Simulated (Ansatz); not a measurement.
C2H4ClIn, SMILES `C=[CH][InH][Cl]`. Charge 0, multiplicity 1. In: def2 effective core potential. The structure was optimised at the PBE0-D4/def2-TZVP level. It is one conformer, not always the lowest.

```xyz
8

C     0.640   -0.038    1.289
C     0.535   -0.677    0.128
In   -0.723    0.085   -1.391
Cl   -1.733    2.064   -0.606
H     0.094    0.879    1.493
H     1.280   -0.404    2.090
H     1.103   -1.592   -0.027
H    -1.196   -0.318   -2.977
```

(1) What is the dipole moment at B3LYP/def2-TZVPP? (An estimate is asked.)

(2) And with PBE, r2SCAN, ωB97M-V? (Estimate.)

(3) Give the Mulliken charges with B3LYP, ωB97M-V, r2SCAN in def2-TZVPP. (Best estimate.)

Answers

(1) The calculation gave: 3.22 D, with components (1.77, -2.68, -0.20) D in this frame, pointing from negative to positive charge.

(2) Computed: PBE 3.11 D, r2SCAN 3.23 D, ωB97M-V 3.21 D.

(3) The calculation gave: 
```tsv
atom	B3LYP	ωB97M-V	r2SCAN
C1	-0.20	-0.18	-0.12
C2	-0.29	-0.33	-0.31
In3	0.69	0.63	0.70
Cl4	-0.43	-0.40	-0.44
H5	0.12	0.11	0.10
H6	0.11	0.11	0.08
H7	0.11	0.11	0.08
H8	-0.10	-0.06	-0.09
```

B3LYP here is the variant with VWN-RPA as its local correlation; programs differ in this.
